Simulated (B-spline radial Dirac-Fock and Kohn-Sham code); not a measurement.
**Binding energies of Sb²²⁺**

System: Sb²²⁺, 1s2 2s2 2p6 3s2 3p6 3d10 4s1; nuclear rms radius 4.6802 fm (A = 121).

These are calculated numbers from a radial B-spline solver; the model is Dirac-Fock energy differences between relaxed states, corrected for Breit and QED terms. Electron correlation is not included. Energies are counted from the vacuum level. Subshells whose hole state is unreliable or did not converge are left out.

All terms are in eV, carry their sign (relaxation lowers the binding energy) and add up to the binding energy; ⟨r⟩ is the mean radius of the orbital in the initial state.

| subshell | −ε (Koopmans) | relaxation | Gaunt | retardation | QED | binding energy | ⟨r⟩ (bohr) |
| --- | --- | --- | --- | --- | --- | --- | --- |
| K | 31339.3 | -48.38 | -73.77 | 5.86 | -34.53 | 31188.5 | 0.028 |
| L1 | 5414.9 | -19.63 | -6.94 | 0.42 | -4.32 | 5384.5 | 0.122 |
| L2 | 5097.7 | -22.27 | -12.29 | 1.38 | 0.32 | 5064.8 | 0.103 |
| L3 | 4843.9 | -21.16 | -8.86 | 1.63 | -0.16 | 4815.3 | 0.109 |
| M2 | 1460.7 | -3.50 | -2.14 | 0.24 | 0.06 | 1455.4 | 0.315 |
| M3 | 1411.1 | -3.22 | -1.48 | 0.30 | -0.04 | 1406.6 | 0.325 |
| M4 | 1186.5 | -4.31 | -0.82 | 0.08 | 0.08 | 1181.6 | 0.295 |
| M5 | 1176.2 | -4.17 | -0.52 | 0.08 | 0.05 | 1171.7 | 0.298 |
| N1 | 692.6 | -0.16 | -0.37 | 0.04 | -0.25 | 691.9 | 0.689 |

For the deepest level, K (1s), the Breit terms make up -0.218 % of the binding energy, QED -0.111 % and orbital relaxation -0.155 %.

Spin-orbit splittings: 2p 249.5 eV, 3p 48.78 eV, 3d 9.91 eV.

Going to the tabulated ground configuration of the next ion removes an electron from N1 (4s), computed at 691.9 eV. NIST lists 693.26 ± 0.24 eV as the ionisation energy of this species (semi-empirical), +1.38 eV from the computed value.
